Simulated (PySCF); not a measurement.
Strontium: a sound run and one with changed settings

Sound run: Sr [Kr] 5s2, Sr⁺ [Kr] 5s1. All numbers are calculated (PySCF 2.14, scalar relativity through the core potential, in def2-TZVP with the def2 core potential (28 electrons) (6s4p3d, 33 functions)). In the sound run the correlated levels freeze 4s2 4p6 outside the core potential. The sound run starts from symmetry-adapted Hartree-Fock orbitals and uses a fine grid where one is needed.

A second run was set up differently.

| species | method | sound run (hartree) | changed run (hartree) | converged |
| --- | --- | --- | --- | --- |
| Sr | MP2 | -30.36449 | -30.51547 | yes |
| Sr⁺ | MP2 | n/a | -30.31308 | yes |

Ionisation energy of Sr:

```
 method  sound run (eV)  changed run (eV)
    UHF           4.744             4.744
    MP2           5.217             5.507
SCS-MP2           5.312             5.540
```

**Question.** What was changed?
A. all electrons correlated in a valence basis
B. too few SCF iterations
C. minimal basis
D. level shift left on

**Answer.** A. A valence basis has no tight correlating functions, so it recovers only part of the core correlation, and not evenly between atom and ion.
